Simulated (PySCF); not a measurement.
CH₆GeS.

```xyz
9

Ge     0.1023     0.9918     0.0000
S     -0.7583    -1.0634     0.0000
C      0.7909    -2.0482     0.0000
H     -1.0949     1.9519     0.0000
H      0.9726     1.2085    -1.2537
H      0.9726     1.2085     1.2537
H      1.3895    -1.8504     0.9009
H      0.4836    -3.1029     0.0000
H      1.3895    -1.8504    -0.9009
```
Charge 0, spin multiplicity 1.

Geometry optimised at TPSSh-D3(BJ)/def2-SVP.

Method: B3LYP/pcSseg-1 (PySCF). Non-relativistic, no solvent.

Question: Give the absolute GIAO shielding of each atom: isotropic value and principal components (ppm). (Estimate from the structure and the level; the computed values follow.)

Answer: 
```
atom  σ(iso)     σ11     σ22     σ33   span
----  ------  ------  ------  ------  -----
Ge1   1445.5  1305.7  1409.1  1621.7  316.0
S2     665.4   561.6   593.5   841.1  279.5
C3     160.9   149.8   150.1   182.8   33.0
H4      26.9    20.6    21.9    38.2   17.6
H5      26.8    20.4    22.3    37.7   17.3
H6      26.8    20.4    22.3    37.7   17.3
H7      29.4    24.1    27.3    36.8   12.7
H8      29.3    23.9    26.3    37.8   14.0
H9      29.4    24.1    27.3    36.8   12.7
```
